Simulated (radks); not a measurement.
All-electron atom: Nb35+ in [He] 2s2 2p2.

Calculated with a radial shooting solver on a logarithmic mesh with Libxc functionals: non-relativistic Kohn-Sham, LB94 model potential, spin-polarised, spherical densities, point nucleus; open shells are filled with parallel spins first (spin-orbit coupling, left out, can overturn this in heavy ions); relativity is left out, which matters for an element this heavy.

Energy parts (eV):
part                   energy
kinetic             65066.006
electron-nucleus  -133594.604
Hartree              4667.625
(The LB94 potential has no energy functional, so no total or exchange-correlation energy is given.)

Orbitals (lengths in bohr, moments of r in powers of bohr):
orbital	occ.	eigenvalue (eV)	<r^2>	<r>
1s up	1	-21127.31	0.001833	0.03704
1s down	1	-21136.26	0.001830	0.03701
2s up	1	-4810.702	0.02780	0.1543
2s down	1	-4771.736	0.02797	0.1547
2p up	2	-4692.286	0.02056	0.1306
2p down	0	-4655.574	0.02062	0.1307

The highest occupied level is 2p up at -4692.3 eV. The density falls to 0.001 e/bohr^3 at r = 0.53 bohr. Spin moment in Bohr magnetons: 2.
